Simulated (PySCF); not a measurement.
All of these have the formula C5H4F2O. Theory: TDDFT PBE0/def2-SVPD, vertical, gas phase, core orbitals frozen in the response (PySCF). Geometries: GFN2-xTB; one conformer of each isolated species. Triplets are in the Tamm–Dancoff approximation.

A. `FC1=COC(F)=CC1`
B. `C=C/C(=C\F)C(=O)F`
C. `CO/C(F)=C1C=C\1F`

Lowest singlet levels (six at most, fewer where fewer were computed) with oscillator strengths:

1. 255 nm (f 0.173); 236 nm (f 0.000); 195 nm (f 0.356); 182 nm (f 0.001); 181 nm (f 0.182); 177 nm (f 0.000); T1 2.92 eV
2. 233 nm (f 0.018); 204 nm (f 0.004); 187 nm (f 0.000); 187 nm (f 0.006); 179 nm (f 0.012); 175 nm (f 0.007); T1 3.93 eV
3. 286 nm (f 0.028); 246 nm (f 0.000); 216 nm (f 0.012); 204 nm (f 0.008); 188 nm (f 0.079); 183 nm (f 0.002); T1 3.20 eV

Task: Which spectrum belongs to which structure?

Result: 1 = B, 2 = A, 3 = C.
- A: S1 at 5.32 eV, HOMO→LUMO (99%); Löwdin shares by element: HOMO carbon 44% or more, oxygen 21% (atoms not listed hold the other 35%); LUMO carbon 69% or more (atoms not listed hold the other 31%); HOMO -6.69 and LUMO -0.19 eV; point group Cs, 1 of its 6 listed states under f = 0.0005.
- B: S1 at 4.85 eV, HOMO→LUMO (89%); Löwdin shares by element: HOMO carbon 81% or more (atoms not listed hold the other 19%); LUMO carbon 58% or more, oxygen 13% (atoms not listed hold the other 28%); HOMO -7.59 and LUMO -2.26 eV; point group Cs, 2 of its 6 listed states under f = 0.0005.
- C: S1 at 4.34 eV, HOMO→LUMO (98%); Löwdin shares by element: HOMO carbon 64% or more, oxygen 13% (atoms not listed hold the other 24%); LUMO carbon 71% or more, fluorine 9% or more, hydrogen 9% or more; HOMO -5.92 and LUMO -0.45 eV.
